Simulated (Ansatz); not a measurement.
System: SiHCl$_{3}$, charge 0, singlet. SiHCl3 (trichlorosilane, SMILES Cl[SiH](Cl)Cl).
B3LYP-D3(BJ)/def2-TZVP minimum from Ansatz (a first-principles code):
```
Si
H 1 1.4634
Cl 1 2.0409 2 109.41
Cl 1 2.0409 2 109.41 3 -120.00
Cl 1 2.0409 2 109.41 3 120.00
```

Total energies in hartree (Ansatz). Open shells are spin-unrestricted; no spin-orbit coupling. Cores are frozen in correlated methods. No relativity. For partners of very few electrons the exact lower level stands in for a higher one.

| species | HF/cc-pV(T+d)Z | CCSD(T)/cc-pV(T+d)Z | HF/cc-pV(Q+d)Z | CCSD(T)/cc-pV(Q+d)Z | CCSD(T)/cc-pV(D+d)Z | CCSDT(Q)/cc-pV(D+d)Z |
|---|---|---|---|---|---|---|
| 1: SiHCl3 (trichlorosilane, SMILES Cl[SiH](Cl)Cl) | -1668.25785 | -1669.02228 | -1668.27226 | -1669.10726 | -1668.75454 | -1668.75672 |
| 2: Si (triplet) | -288.85649 | -288.93344 | -288.85845 | -288.93781 | -288.91643 | -288.91690 |
| 3: Cl (doublet) | -459.48556 | -459.67356 | -459.48916 | -459.69449 | -459.60403 | -459.60445 |
| 4: H (doublet) | -0.49981 | -0.49981 | -0.49995 | -0.49995 | -0.49928 | -0.49928 |

Work out the atomisation energy (electronic, to ground-state atoms) in kcal/mol: take Hartree-Fock from cc-pV(Q+d)Z, extrapolate the CCSD(T) correlation energy as X^-3 (X = 3, 4), and add CCSDT(Q) - CCSD(T) in cc-pV(D+d)Z. 1 hartree = 627.51 kcal/mol.


Species 1: correlation (64·(-0.83500) - 27·(-0.76443))/37 = -0.88650; step -0.00218; E1 = -1668.27226 + (-0.88650) + (-0.00218) = -1669.16094
Species 2: correlation (64·(-0.07936) - 27·(-0.07695))/37 = -0.08112; step -0.00047; E2 = -288.85845 + (-0.08112) + (-0.00047) = -288.94004
Species 3: correlation (64·(-0.20533) - 27·(-0.18800))/37 = -0.21798; step -0.00042; E3 = -459.48916 + (-0.21798) + (-0.00042) = -459.70756
Species 4: correlation (64·(0.00000) - 27·(0.00000))/37 = 0.00000; step +0.00000; E4 = -0.49995 + (0.00000) + (+0.00000) = -0.49995
-1·E1 +1·E2 +3·E3 +1·E4 = 0.59827 hartree = 375.4 kcal/mol.
